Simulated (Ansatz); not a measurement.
`[OH][GeH]([F])[SiH3]` → `[OH][Ge][F]` + SiH₄ at 400 K and 1 bar (germylene formation by 1,1-elimination).

Calculated with Ansatz (gas phase, PBE0-D4/def2-TZVP geometries, no zero-point term in ΔE). CCSD(T)/CBS is the MP2 limit (def2-TZVPP, def2-QZVPP) plus CCSD(T) − MP2 in def2-TZVPP, frozen cores. This one scheme is used for every species. For Ge outer-core shells are correlated without core-valence functions, which leaves a few kJ/mol of doubt a bond. Scalar relativity is left out up to krypton. Each species was taken in one conformer, which may not be the lowest.

```json
{"species": "`[OH][GeH]([F])[SiH3]`", "CCSD(T)/CBS energy (Eh)": "-2543.22347", "H − E (kJ/mol)": "162.5", "S (J/(mol·K))": "392.1"}
{"species": "`[OH][Ge][F]`", "CCSD(T)/CBS energy (Eh)": "-2251.74560", "H − E (kJ/mol)": "59.1", "S (J/(mol·K))": "297.8"}
{"species": "SiH₄", "CCSD(T)/CBS energy (Eh)": "-291.46306", "H − E (kJ/mol)": "96.9", "S (J/(mol·K))": "218.6"}
```

H − E and S are ideal-gas, rigid-rotor, harmonic terms from PBE0-D4/def2-TZVP, for one conformer and one mirror image of each species. 1 Eh = 2625.50 kJ/mol, R = 8.31446 J/(mol·K).

Task: By hand: ΔE, ΔH, ΔS and ΔG.

Result: ΔE = (-2251.74560) + (-291.46306) − (-2543.22347) = 0.01481 Eh = 38.9 kJ/mol. Δ(H − E) = 59.1 + 96.9 − 162.5 = -6.5, so ΔH = 32.4 kJ/mol. ΔS = 297.8 + 218.6 − 392.1 = 124.3 J/(mol·K). ΔG = 32.4 − 400 × (124.3)/1000 = -17.3 kJ/mol.

Task: By hand: the equilibrium constant, and the temperature at which ΔG would vanish if ΔH and ΔS stayed fixed.

Result: log₁₀ K = −ΔG/(RT ln 10) = 2.3. ΔG = 0 at ΔH/ΔS = 261 K.

The number of gas molecules changes by +1, which sets the sign of ΔS. A doubt of 5 kJ/mol in ΔE shifts log₁₀ K by 0.7 here. Other conformers and mirror images would add mixing entropy, several J/(mol·K) or more a flexible species. These are equilibria of isolated gas molecules and say nothing of rates. Largest T1 diagnostic: 0.015 (customary marks: 0.02 for closed shells, 0.045 for open ones).
